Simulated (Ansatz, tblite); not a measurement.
Isomers of Al$_{7}$F$_{6}$ (doublet), found by a short tight-binding search and relaxed with PBE-D4/def2-SVP in Ansatz.

The xTB rows come from tblite.

A: At r2SCAN-D4/def2-SVP, PBE0-D4/def2-SVP the charge 0 doublet is spin-contaminated (final ⟨S²⟩ up to 0.90, 0.75 for a pure state).

Other spin states weren't relaxed.

A:

```xyz
13

Al    0.061   -2.217    2.099
Al   -1.647   -1.865   -1.052
Al    1.748   -0.404    0.704
Al   -1.714    0.111    1.782
Al    0.241    2.457    0.207
Al    2.996    1.233   -1.276
Al   -0.135    0.679   -2.300
F     1.738    0.572   -2.569
F     0.233   -0.346   -0.593
F    -0.799   -2.681    0.442
F     1.045    1.255    1.422
F    -1.377    1.785    0.943
F    -2.389   -0.579    0.191
```

B:

```xyz
13

Al    1.164    0.084   -2.448
Al   -1.321   -0.902   -1.877
Al   -0.442    0.167    3.035
Al    0.637    0.764    0.153
Al   -0.082   -2.414    0.499
Al    2.339   -1.353   -0.196
Al   -2.124    2.210   -0.176
F     2.247   -1.423   -2.083
F    -2.111    0.728   -1.500
F    -0.198   -1.599    2.157
F     1.091    0.907    1.895
F    -0.089    2.339   -0.353
F    -1.112    0.491    0.896
```

Q: Estimate which lies lowest at each level, and how far above it the others are (eV).

A: 
```
             level     A     B
          GFN1-xTB  0.00  0.96
          GFN2-xTB  0.00  0.67
   PBE-D4/def2-SVP  0.72  0.00
r2SCAN-D4/def2-SVP  0.82  0.00
  PBE0-D4/def2-SVP  0.69  0.00
```
Point groups (tolerance 0.1 Å): A not assigned, B Cs. Lower isomers may exist.
